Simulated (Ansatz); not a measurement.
Ideal-gas functions of `O[Si]([SiH3])(Cl)Cl` at 800 K and 1 bar, from an Ansatz frequency run at PBE0-D4/def2-TZVP.

Molar mass 147.11 g/mol, point group Cs (symmetry number 1), electronic degeneracy 1, moments of inertia 283.61, 320.112, 425.969 u Å². Harmonic wavenumbers (cm⁻¹, unscaled): 96, 98, 121, 185, 189, 241, 296, 400, 503, 517, 563, 586, 815, 865, 930, 933, 951, 2230, 2246, 2247, 3896.

Use S(trans) = R[1.5 ln M + 2.5 ln T − 1.1517]; rotational temperatures θ = 24.2544 K / I; S(rot) = R[ln(√π/σ · √(T³/θAθBθC)) + 1.5]; for each mode x = 1.438777 ν̃/T, S = R[x/(eˣ − 1) − ln(1 − e⁻ˣ)] and H = RT x/(eˣ − 1); 1 cm⁻¹ = 0.0119627 kJ/mol; R = 8.31446 J/(mol·K).

By hand: the entropy, in J/(mol·K).

Translation 191.6. Rotation: θ = 0.0855, 0.0758, 0.0569 K, giving 133.5. Vibration, mode by mode: 22.93, 22.76, 21.01, 17.50, 17.33, 15.33, 13.65, 11.23, 9.43, 9.21, 8.56, 8.25, 5.84, 5.43, 4.94, 4.92, 4.80, 0.77, 0.75, 0.75, 0.06, in all 205.5. Electronic 0.0. Sum 530.6 J/(mol·K).

By hand: H − E and G − E in kJ/mol, counted from the electronic energy.

Zero-point energy ½ × 18908 × 0.0119627 = 113.1; thermal vibration 74.8; translation, rotation and pV give 4 RT = 26.6. H − E = 214.5 kJ/mol, and G − E = 214.5 − 800 × 530.6/1000 = -210.0 kJ/mol.

Vibration gives 39 % of the entropy, 66.7 J/(mol·K) of it from the modes under 150 cm⁻¹: soft modes count most, and the harmonic formula is weakest for them. The sum counts one conformer and one mirror image; others add a mixing term.
